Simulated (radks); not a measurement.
The numbers below are computed, except where a source is named.
Mean orbital radii <r> (bohr) of the nitrogen ion N+, [He] 2s2 2p2, of relativity; Dirac values are averaged over j with weights 2j + 1. Spin-unpolarised spherical Kohn-Sham, BLYP, point nucleus unless stated (finite: rms radius 2.5582 fm), a radial shooting solver on a logarithmic mesh with Libxc functionals. A level marked "c x" has the speed of light scaled by that factor and shares open shells by 2j + 1; other Dirac levels either fill j = l - 1/2 first or share by 2j + 1.

shell  non-rel.
1s       0.2298
2s        1.247
2p        1.276

Give the values at the level "Dirac, 2j+1 shares, finite nucleus".

Answer. 
shell  Dirac, 2j+1 shares, finite nucleus  change of magnitude (%)
1s                                 0.2297                    -0.08
2s                                  1.246                    -0.08
2p                                  1.276                    -0.01
